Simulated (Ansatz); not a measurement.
Input file for Ansatz (a first-principles code): R-PBE/def2-TZVPP on SiH4 (SMILES [SiH4]).

Ansatz 0.2 input:
```yaml
crystal:
  periodic: [false, false, false]
  atoms:
    - {symbol: Si, position_ang: [0.00000000, -0.00000000, -0.00000000]}
    - {symbol: H, position_ang: [0.85467615, 0.85467615, 0.85467615]}
    - {symbol: H, position_ang: [-0.85467615, -0.85467615, 0.85467615]}
    - {symbol: H, position_ang: [-0.85467615, 0.85467615, -0.85467615]}
    - {symbol: H, position_ang: [0.85467615, -0.85467615, -0.85467615]}
basis:
  gaussian:
    orbitals: def2-TZVPP
hamiltonian:
  xc: {name: PBE}
scf: {lower_state_search: off}
```

It printed:

```
WARN ansatz: RAYON_NUM_THREADS=4 ignored (pool sized by the plan → 4); use --threads N
Functional definition: PBE
these checks for a lower state are left out or cut short: stability, starts, cluster_reference, orbital_swaps, neighbouring_geometries, increment
integrals: 0.02 GiB planned
524 factors; their error is unknown
mean field: 0.22 GiB planned
mean field evaluation 1: about -7937.3026 eV, gradient 1.4e1 eV
mean field evaluation 2: about -7937.9213 eV, gradient 8.1e0 eV
mean field evaluation 4: about -7938.1654 eV, gradient 1.3e-1 eV
mean field evaluation 8: about -7938.1496 eV, gradient 1.2e-1 eV
mean field -7938.14964300 eV, -291.7216187092 hartree, gradient 2.4e-6 eV, S^2 0.000000; 0 other end points of the search recorded, 0 dependent functions left out
reference -7938.14967729 eV, -291.7216199692 hartree; 9, 9 occupied and 89, 89 virtual orbitals, 524 factors
Total energy: -7938.14967729 eV, -291.7216199692 hartree
Checks for a lower state left out: stability, starts, cluster_reference, orbital_swaps, neighbouring_geometries, increment
```

Self-consistency was reached.

Cost: about 0.9 core-seconds (a rough figure).
